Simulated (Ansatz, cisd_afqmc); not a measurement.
System: H3SiO, charge 1, singlet. H3SiO+ (SMILES [OH+]=[SiH2]).
B3LYP-D3(BJ)/def2-TZVP minimum from Ansatz (a program for electronic structure):
```
Si
O 1 1.5695
H 2 0.9684 1 130.53
H 1 1.4610 2 113.88 3 -180.00
H 1 1.4664 4 125.15 2 -180.00
```
Charge +1, spin multiplicity 1.

Total energies in cc-pV(D+d)Z, 12 correlated electrons, 6 frozen orbitals. Open shells are spin-unrestricted; no spin-orbit coupling. Cores are frozen in correlated methods. No relativity. AFQMC/CISD: phaseless, guided by CISD from CCSD amplitudes; bars are statistical, one sigma. Outlying blocks are dropped, and bars are widened where a walk drifts. Over all cases where full CI ran beside it in this data, AFQMC minus full CI had a median of +0.1 mEh and passed +0.4 mEh in a tenth of the cases.

| method | program | energy (Eh) | minus CCSDTQ (mEh) |
|---|---|---|---|
| HF | Ansatz | -365.28910 | 300.06 |
| MP2 | Ansatz | -365.56028 | 28.89 |
| CCSD | Ansatz | -365.58148 | 7.69 |
| CCSD(T) | Ansatz | -365.58791 | 1.26 |
| CCSDT(Q) | Ansatz | -365.58925 | -0.08 |
| CCSDTQ | Ansatz | -365.58917 | 0.00 |
| AFQMC/CISD | cisd_afqmc | -365.5895 ± 0.0004 | -0.4 ± 0.4 |

Rough core times of Ansatz's runs on a shared machine: CCSD(T) under 20 s, CCSDT(Q) 30 s, CCSDTQ 20 min.
